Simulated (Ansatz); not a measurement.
Computed with Ansatz on PBE0-D4/def2-TZVP structures; ΔE is electronic, products minus reactants. CBS: MP2 limit from def2 TZ/QZ plus the TZ coupled-cluster correction, frozen cores. Functionals use def2-TZVPP. B3LYP here is the variant with VWN-RPA as its local correlation; programs differ in this. Each species was taken in one conformer, which may not be the lowest.

`CNBCN` → `NBCCN`  (isomerisation)

(1) Is it downhill or uphill in electronic energy at CCSD(T)/CBS, and by how much? (Best estimate.)

(2) What do these levels give: PBE0-D4, ωB97X-V, ωB97M-V, B2PLYP, PBE, B3LYP, HF/def2-TZVPP, MP2/def2-TZVPP, SCS-MP2/def2-TZVPP, CCSD(T)/def2-TZVPP, SCS-MP2/def2-QZVPP, MP2/CBS(def2)? (Best estimate.)

Largest T1 diagnostic among the species: 0.011.

Results:

(1) Ansatz gave: Downhill: ΔE = -0.47 eV.

(2) Ansatz gave: PBE0-D4 -0.45, ωB97X-V -0.45, ωB97M-V -0.47, B2PLYP -0.44, PBE -0.41, B3LYP -0.40, HF/def2-TZVPP -0.44, MP2/def2-TZVPP -0.51, SCS-MP2/def2-TZVPP -0.48, CCSD(T)/def2-TZVPP -0.48, SCS-MP2/def2-QZVPP -0.48, MP2/CBS(def2) -0.51 eV.

In def2-TZVPP, CCSD(T) changes the Hartree–Fock value by −0.04 eV (the triples alone add −0.00 eV) and MP2 by −0.08 eV.
